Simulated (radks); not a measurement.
Results of a calculation; reference values are marked as such.
Problem. Ionisation of Sm, [Xe] 4f6 6s2, to Sm+, [Xe] 4f6 6s1, under several functionals. Scalar-relativistic Kohn-Sham, spin-polarised, spherical densities, finite nucleus; open shells are filled with parallel spins first (spin-orbit coupling, left out, can overturn this in heavy ions); a radial shooting solver on a logarithmic mesh with Libxc functionals. The NIST Atomic Spectra Database gives 5.644 eV (measured). Rank these functionals by the error of their Delta-SCF ionisation energy: AM05; LDA (Slater exchange, VWN5 correlation); r2SCAN; exchange-only B88; Wu-Cohen GGA; MS2 meta-GGA; XLYP.

Solution. From best to worst: XLYP 5.647 eV (+0.003); LDA (Slater exchange, VWN5 correlation) 5.772 eV (+0.129); AM05 5.484 eV (-0.160); Wu-Cohen GGA 5.465 eV (-0.179); MS2 meta-GGA 5.321 eV (-0.323); r2SCAN 5.232 eV (-0.412); exchange-only B88 4.824 eV (-0.820). Open shells are spherical and high-spin; term and fine-structure splittings are not resolved. Spin-orbit splitting is averaged out at the scalar-relativistic level.
